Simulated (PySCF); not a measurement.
Atoms are numbered as in `[SiH3:1][GeH2:2][CH2:3][Cl:4]`. Each H is labelled by its parent atom.

Geometry: PBE0-D3(BJ)/def2-SVP; GIAO absolute shieldings from PySCF, gas phase, non-relativistic, averaged over equivalent atoms.

At PBE0/def2-SVP (117 basis functions, 9.7 s wall time on 1 thread of an Arm Neoverse V1, shared host):
```json
{"atoms": "Si1", "σ (ppm)": "504.2"}
{"atoms": "Ge2", "σ (ppm)": "1655.0"}
{"atoms": "C3", "σ (ppm)": "164.0"}
{"atoms": "Cl4", "σ (ppm)": "931.1"}
{"atoms": "H(Ge2)", "σ (ppm)": "27.23"}
{"atoms": "H(Si1)", "σ (ppm)": "27.70"}
{"atoms": "H(C3)", "σ (ppm)": "28.47"}
```

**Question.** Predict the values at HF/pcSseg-2 on the same geometry.

**Answer.** 
| atoms | σ at HF/pcSseg-2 | change |
| --- | --- | --- |
| Si1 | 474.6 | -29.6 |
| Ge2 | 1674.0 | +19.0 |
| C3 | 165.1 | +1.1 |
| Cl4 | 958.1 | +27.0 |
| H(Ge2) | 27.90 | +0.67 |
| H(Si1) | 28.11 | +0.41 |
| H(C3) | 28.78 | +0.31 |

The largest change is at Si1 (silicon bonded to Ge, 3 H). Cost: 283 basis functions, 18 s wall time on 1 thread of an x86-64 server CPU, shared host.

Relativistic effects, spin–orbit coupling among them, are left out; they matter for Ge and for the light atoms bonded to it. Carbons that carry Cl, above all several Cl atoms, come out too deshielded, partly because spin–orbit coupling is missing.
